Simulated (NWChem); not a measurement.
CH5BeN; SMILES [CH3][Be][NH2]

```xyz
8

Be    -0.0057     0.0678     0.0014
C     -0.0016    -1.6113    -0.0017
H     -0.5042    -2.0418     0.8818
H      1.0271    -2.0154     0.0001
H     -0.4982    -2.0343    -0.8924
N     -0.0001     1.5723    -0.0002
H     -0.8217     2.1678     0.0003
H      0.8262     2.1614    -0.0063
```
Atoms are numbered in this order, from 1.

Program: NWChem. STO-3G and 3-21G are far too small for this property and stand as cheap habits. Coordinates come from a PBE0/def2-SVP optimisation. GIAO values for the isolated, static molecule; σ is the absolute isotropic shielding, δ = σ(reference) − σ with the isolated reference molecule computed at the same levels (13C: tetramethylsilane, 1H: tetramethylsilane, 15N: ammonia).

For level Hartree-Fock/STO-3G:

```
Quantity                 Result
-----------------------  ------
σ Be1 (ppm)                98.0
δ C2 (ppm)                 -9.1
δ H3 (rotor mean) (ppm)    0.16
δ N6 (ppm)                 -2.1
δ H7 (ppm)                 1.25
δ H8 (ppm)                 1.25
```

Question: How do the values read with level PBE0/pcSseg-2 instead?

Answer: 
| Item | Result |
|---|---|
| σ Be1 (ppm) | 86.4 |
| δ C2 (ppm) | -20.6 |
| δ H3 (rotor mean) (ppm) | -0.74 |
| δ N6 (ppm) | 23.7 |
| δ H7 (ppm) | 0.71 |
| δ H8 (ppm) | 0.72 |
